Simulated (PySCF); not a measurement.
Predicted spectroscopic data

[PySCF 2.14.0 with density-fitted response routines: couplings computed with B3LYP/pcJ-1 (spin–dipole term left out of most H,H and C,H couplings); coordinates at the PBE0-D3(BJ)/def2-SVP level; NMR shieldings at PBE0/pcSseg-1/GIAO; no solvent; a single conformation; fast rotation and ring inversion assumed for equivalent nuclei; no relativistic terms]

δ = σ(ref) − σ, references computed at the same level: 1H, 13C against TMS. Multiplet labels drop J under 1 Hz and among equivalent protons, and merge close values. Unscaled 3J(H,H) run several per cent high. Where no couplings were computed, multiplicities follow the n + 1 count of equivalent neighbours, and m marks all less simple cases (inequivalent or close neighbours, rings, F or P nearby). Acid and N–H amide carbonyl carbons lie up to 10 ppm further downfield in solution (hydrogen bonding). Shifts are as computed. Against solution values, carbons near 30 ppm lie about +2 ppm off and those near 130 ppm about +4 ppm. Of 246 compounds with measured shifts, 49 miss one by over three times the rms of a fit or turn the order of signals round; such compounds aren't used in these exercises. OH and NH positions are gas-phase values without hydrogen bonding to other molecules.

Compound 1 (C₅H₆O₂). 1H NMR (500 MHz, computed): δ 7.27 (d, J = 1.8 Hz, 1H), 7.16 (t, J = 2.1 Hz, 1H), 6.24 (d, J = 2.4 Hz, 1H), 3.66 (s, 3H). 13C{1H} NMR (computed): δ 155.1, 144.5, 128.9, 102.9, 56.2. Structure: SMILES COc1ccoc1.

Compound 2 (C₆H₇NO). 1H NMR (500 MHz, computed): δ 7.33 (dd, J = 9.1, 8.2 Hz, 2H), 6.91 (t, J = 8.2 Hz, 1H), 6.87 (d, J = 9.1 Hz, 2H), 5.79 (br s, 1H), 3.46 (br s, 1H). 13C{1H} NMR (computed): δ 155.0, 134.7, 124.6, 114.8. Structure: `InChI=1S/C6H7NO/c8-7-6-4-2-1-3-5-6/h1-5,7-8H`.

Compound 3 (C₆H₁₃NO). 1H NMR (500 MHz, computed): δ 4.19 (br, 1H), 1.81 (s, 3H), 1.32 (s, 9H). 13C{1H} NMR (computed): δ 169.6 (C), 50.0 (C), 29.2 (CH3), 24.8 (CH3). Structure: SMILES CC(=O)NC(C)(C)C.
